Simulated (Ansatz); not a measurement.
Program: Ansatz. Geometries: PBE0-D4/def2-TZVP. ΔE: electronic, gas phase. CCSD(T)/CBS is the MP2 limit (def2-TZVPP, def2-QZVPP) plus CCSD(T) − MP2 in def2-TZVPP, frozen cores. DFT in def2-TZVPP. B3LYP here is the variant with VWN-RPA as its local correlation; programs differ in this. def2 core potentials past Kr. For I outer-core shells are correlated without core-valence functions, which leaves a few kJ/mol of doubt a bond. Each species was taken in one conformer, which may not be the lowest.

Consider the formal exchange of groups at a B–I bond: `C=CBI` + disilane → `C=CB[SiH2][SiH3]` + HI.

`C=CBI`:

Z-matrix (Å, degrees):
```
C
C 1 1.339
H 1 1.086 2 120.9
H 1 1.086 2 122.6 3 -180.0
B 2 1.526 1 119.6 3 0.0
H 2 1.087 1 118.8 3 180.0
I 5 2.121 2 121.0 1 180.0
H 5 1.191 2 122.7 1 -0.0
```

`[SiH3][SiH3]`:

Cartesian coordinates in Å:
```
Si -0.837 0.456 0.678
Si 0.836 -0.456 -0.678
H -1.202 -0.498 1.759
H -0.363 1.722 1.299
H -2.052 0.748 -0.130
H 0.364 -1.724 -1.297
H 2.053 -0.745 0.129
H 1.199 0.496 -1.761
```

`C=CB[SiH2][SiH3]`:

```xyz
14

C    -1.526    2.337    1.011
C    -1.291    1.046    0.738
B    -0.574    0.640   -0.557
Si   -0.096   -1.252   -1.006
Si    2.041   -1.592   -0.090
H    -1.207    3.114    0.323
H    -2.038    2.665    1.912
H    -1.634    0.308    1.461
H    -0.221    1.521   -1.292
H    -0.004   -1.529   -2.467
H    -0.998   -2.267   -0.389
H     3.015   -0.624   -0.662
H     2.003   -1.396    1.386
H     2.531   -2.971   -0.367
```

HI:

Z-matrix (Å, degrees):
```
I
H 1 1.610
```

| level | ΔE (kcal/mol) | difference from CCSD(T)/CBS |
| --- | --- | --- |
| PBE-D4 | 19.8 | -2.4 |
| PBE0-D4 | 20.4 | -1.8 |
| B3LYP-D4 | 20.8 | -1.4 |
| ωB97M-V | 21.3 | -0.9 |
| B2PLYP | 22.5 | 0.3 |
| PBE | 20.3 | -1.9 |
| PBE0 | 20.8 | -1.4 |
| B3LYP | 21.5 | -0.7 |
| CCSD/def2-TZVPP | 21.6 | -0.6 |
| CCSD(T)/def2-TZVPP | 21.7 | -0.5 |
| HF/def2-QZVPP | 23.6 | 1.4 |
| MP2/def2-QZVPP | 24.7 | 2.5 |
| SCS-MP2/def2-QZVPP | 24.0 | 1.8 |
| HF/CBS(def2) | 23.6 | 1.4 |
| MP2/CBS(def2) | 24.9 | 2.7 |
| CCSD/CBS(def2) | 22.1 | -0.1 |
| CCSD(T)/CBS | 22.2 | 0 |

Largest T1 diagnostic among the species: 0.013.
